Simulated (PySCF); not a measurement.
All of these have the formula C7H6NP. Method: PySCF 2.14.0, density-fitted response routines, TDDFT B3LYP/def2-SVPD, vertical, gas phase, core orbitals frozen in the response. Geometries: GFN2-xTB; one conformer of each isolated species. Triplets are in the Tamm–Dancoff approximation.

A. `Cc1pcccc1C#N`
B. `Cc1ccpc(C#N)c1`
C. `C#CC1=NC=CP=C1C`
D. `Cc1cc(C#N)ccp1`

Lowest singlet levels (six at most, fewer where fewer were computed) with oscillator strengths:

1. 4.37 eV (f 0.018); 4.73 eV (f 0.005); 4.96 eV (f 0.031); 5.11 eV (f 0.010); 5.53 eV (f 0.408); 5.76 eV (f 0.380); T1 3.16 eV
2. 4.43 eV (f 0.046); 4.59 eV (f 0.012); 4.70 eV (f 0.225); 5.34 eV (f 0.000); 5.61 eV (f 0.285); 5.68 eV (f 0.000); T1 2.92 eV
3. 3.83 eV (f 0.005); 4.23 eV (f 0.069); 4.45 eV (f 0.001); 4.62 eV (f 0.002); 4.96 eV (f 0.058); 5.17 eV (f 0.005); T1 3.26 eV
4. 4.39 eV (f 0.037); 4.69 eV (f 0.105); 4.71 eV (f 0.009); 5.33 eV (f 0.006); 5.60 eV (f 0.500); 5.60 eV (f 0.000); T1 2.95 eV

Question: Match each spectrum to its molecule.

Answer: 1 = A, 2 = D, 3 = C, 4 = B.
- A: S1 at 4.37 eV, HOMO→LUMO (42%), HOMO-1→LUMO (23%), HOMO→LUMO+1 (22%); Löwdin shares by element: HOMO carbon 46% or more, phosphorus 30% (atoms not listed hold the other 24%); LUMO carbon 48% or more, phosphorus 22% (atoms not listed hold the other 30%); HOMO -7.36 and LUMO -2.32 eV; point group Cs.
- B: S1 at 4.39 eV, HOMO→LUMO+1 (34%), HOMO→LUMO (32%), HOMO-1→LUMO (28%); Löwdin shares by element: HOMO carbon 40% or more, phosphorus 27% (atoms not listed hold the other 33%); LUMO carbon 38% or more, phosphorus 29% (atoms not listed hold the other 33%); HOMO -7.24 and LUMO -2.48 eV; point group Cs, 1 of its 6 listed states under f = 0.0005.
- C: S1 at 3.83 eV, HOMO-1→LUMO (98%); Löwdin shares by element: HOMO carbon 63% or more (atoms not listed hold the other 37%); LUMO phosphorus 32%, carbon 26% or more, nitrogen 17% (atoms not listed hold the other 24%); HOMO -7.18 and LUMO -2.32 eV; point group Cs.
- D: S1 at 4.43 eV, HOMO-1→LUMO (42%), HOMO→LUMO (28%), HOMO→LUMO+1 (27%); Löwdin shares by element: HOMO carbon 30% or more, phosphorus 27%, nitrogen 10% (atoms not listed hold the other 33%); LUMO carbon 38% or more, phosphorus 31% (atoms not listed hold the other 31%); HOMO -7.29 and LUMO -2.59 eV; point group Cs, 2 of its 6 listed states under f = 0.0005.
A and B have S1 within 0.03 eV of each other; their strongest listed levels stand at 5.53 eV (f 0.408) and 5.60 eV (f 0.500).
A and D have S1 within 0.07 eV of each other; their strongest listed levels stand at 5.53 eV (f 0.408) and 5.61 eV (f 0.285).
B and D have S1 within 0.05 eV of each other; their strongest listed levels stand at 5.60 eV (f 0.500) and 5.61 eV (f 0.285).
